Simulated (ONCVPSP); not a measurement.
**cerium (Ce): from the effect back to the setting (ONCV)**

Base potential:

cerium, optimised norm-conserving Vanderbilt (ONCV), made with ONCVPSP 4.0.1 (PBEsol, scalar-relativistic). Core [Kr] 4d10, reference 4f1 5s2 5p6 5d1 6s2. Waves: 5s+6s: rc 2.45 bohr, ncon 3, nbas 7, qcut 5.2 1/bohr, 2 projectors; 5p: rc 2.75 bohr, ncon 4, nbas 7, qcut 6 1/bohr, 1 projector; 5d: rc 2.70 bohr, ncon 4, nbas 7, qcut 3 1/bohr, 1 projector; 4f: rc 1.30 bohr, ncon 4, nbas 8, qcut 11.5 1/bohr, local. Local part: the f channel. Core correction: Teter function, fcfact 1.75, rcfact 1.25.

Cutoffs, loose and tight: the cutoffs (Ha) at which the residual kinetic energy of the hardest occupied pseudo-wave falls to 1 and 0.1 mHa per electron. They do not see the model core or the augmentation charge, which bear on the density cutoff. Test errors are all-electron minus pseudo excitation energies from the reference, over the configurations 4f1 5s2 5p6 5d1 6s1; 4f1 5s2 5p6 5d1 6s0; 4f1 5s2 5p6 5d0 6s0; 4f1 5s2 5p6 5d1 6s1 6p1; variants that change the core or the reference have their own tests.

Only the f radius is moved:

```tsv
f radius (bohr)	cutoff, loose	cutoff, tight	bound ghosts	largest test error (meV)
0.9	338 Ha	440 Ha	s, p, d	+38
1.06	222 Ha	259 Ha	s, p, d	+39
1.14	163 Ha	213 Ha	s, p, d	+39
1.54	54 Ha	59 Ha	s, p	+26
1.62	51 Ha	57 Ha	s, p	+20
1.78	48 Ha	53 Ha	s, p	+8.1
1.88	45 Ha	51 Ha	p	-6.7
```

Problem. One more run gave cutoff, loose: 57 Ha; cutoff, tight: 63 Ha; bound ghosts: s, p; largest test error (meV): 4 of 4 tests not solved or not reliable. Which value of the f radius was used?

Solution. 1.42 bohr. The loose cutoff moves one way along this sweep, from 338 Ha at 0.9 to 45 Ha at 1.88 bohr, which places the run between 1.14 and 1.54 bohr.
